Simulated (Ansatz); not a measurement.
The cluster B2P2. Charge 0, multiplicity 1. Geometry PBE0-D4/def2-TZVP.

```
atom    x (Å)    y (Å)    z (Å)
  B1  -0.1737  -0.6065  -0.6065
  B2  -1.2837  -0.2284   0.4504
  P3  -0.0628   1.1643   0.3195
  P4   1.5202  -0.3294  -0.1634
```

The restricted singlet is unstable towards broken spin symmetry in Hartree–Fock (as tested in another run); at LDA (SPW92)/def2-TZVP, PBE-D4/def2-TZVP, BLYP-D4/def2-TZVP, r2SCAN-D4/def2-TZVP and others this wasn't settled. Another isomer (triplet) lies 1.51 eV lower at PBE0-D4/def2-TZVP; other spin states weren't run for this one.

**Question.** Estimate the orbital energies around the gap (eV) in Ansatz with LDA (SPW92)/def2-TZVP, PBE-D4/def2-TZVP, BLYP-D4/def2-TZVP, r2SCAN-D4/def2-TZVP, PBE0-D4/def2-TZVP.

**Answer.** 
```tsv
orbital	LDA (SPW92)/def2-TZVP	PBE-D4/def2-TZVP	BLYP-D4/def2-TZVP	r2SCAN-D4/def2-TZVP	PBE0-D4/def2-TZVP
HOMO−5	-11.67	-11.61	-11.39	-12.13	-13.27
HOMO−4	-9.10	-8.99	-8.75	-9.34	-10.25
HOMO−3	-8.50	-8.36	-8.10	-8.64	-9.35
HOMO−2	-7.69	-7.56	-7.36	-7.83	-8.71
HOMO−1	-7.02	-6.91	-6.71	-7.15	-7.99
HOMO	-5.55	-5.44	-5.24	-5.59	-6.24
LUMO	-4.48	-4.33	-4.15	-4.32	-3.63
LUMO+1	-4.05	-3.87	-3.66	-3.76	-3.02
LUMO+2	-2.07	-1.87	-1.70	-1.58	-0.97
LUMO+3	-1.77	-1.61	-1.44	-1.40	-0.74
LUMO+4	-0.74	-0.56	-0.42	-0.21	0.31
LUMO+5	0.68	0.84	0.93	1.41	1.63
```
